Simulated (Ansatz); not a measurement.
A CCSD(T) single point on C₃H₅ISi (`[SiH3]C=C=CI`).

```yaml
crystal:
  periodic: [false, false, false]
  atoms:
    - {symbol: Si, position_ang: [-1.620453, -0.296312, 0.654360]}
    - {symbol: C, position_ang: [0.179833, 0.148883, 0.860682]}
    - {symbol: C, position_ang: [1.012501, 0.081794, -0.137227]}
    - {symbol: C, position_ang: [1.801794, 0.010677, -1.160751]}
    - {symbol: I, position_ang: [2.087601, 1.638264, -2.437585]}
    - {symbol: H, position_ang: [-1.969731, -1.415095, 1.569504]}
    - {symbol: H, position_ang: [-1.858527, -0.697329, -0.752730]}
    - {symbol: H, position_ang: [-2.470151, 0.871754, 1.005946]}
    - {symbol: H, position_ang: [0.552156, 0.476260, 1.830879]}
    - {symbol: H, position_ang: [2.368075, -0.869996, -1.430178]}
basis:
  gaussian: {orbitals: def2-SVP}
correlation: {method: ccsd_t}
```

```sh
$ ansatz run in.yaml --threads 4 --pin off --events-out ev --progress --plain
```

Log, shortened:

```
Functional definition: HF
1195 factors; integrals over basis functions are off by at most 1.1e-3 eV
mean field evaluation 1: about -19096.2073 eV, gradient 2.3e1 eV
mean field evaluation 2: about -19096.3074 eV, gradient 2.3e1 eV
mean field evaluation 4: about -19098.2845 eV, gradient 3.8e0 eV
mean field evaluation 8: about -19098.3370 eV, gradient 2.5e-1 eV
mean field -19098.33747727 eV, -701.8509569715 hartree, gradient 1.8e-6 eV, S^2 0.000000; 0 other end points of the search recorded, 0 dependent functions left out
12 core orbitals not correlated: weight in the atoms' cores, before any rotation towards them, 1.000 or more for the frozen orbitals, at most 0.000 for the correlated occupied ones
reference -19098.33747727 eV, -701.8509569715 hartree; 19, 19 occupied and 80, 80 virtual orbitals, 1195 factors
second order -16.46585789 eV of doubles, -0.00000000 eV of singles
cycle   1  -17.16055486 eV  change   -6.9e-1 eV  update   1.1e-1
cycle   2  -17.70295024 eV  change   -5.4e-1 eV  update   3.6e-2
cycle   3  -17.82965909 eV  change   -1.3e-1 eV  update   1.7e-2
cycle   4  -17.83020721 eV  change   -5.5e-4 eV  update   5.0e-3
cycle   5  -17.83237226 eV  change   -2.2e-3 eV  update   2.0e-3
cycle   6  -17.83247202 eV  change   -1.0e-4 eV  update   5.8e-4
cycle   7  -17.83248101 eV  change   -9.0e-6 eV  update   2.2e-4
cycle   8  -17.83255574 eV  change   -7.5e-5 eV  update   7.6e-5
cycle   9  -17.83255790 eV  change   -2.2e-6 eV  update   2.7e-5
perturbative correction -0.67491633 eV, -0.0248027175 hartree
Total energy: -19116.84495150 eV, -702.5310941047 hartree
```

It took 7 s on 4 threads of a server CPU on a shared host, with 0.59 GiB of host memory at the peak.

MP2 recovers 89.0 % of the CCSD(T) correlation energy and the triples give 3.6 %; T1 = 0.0109.
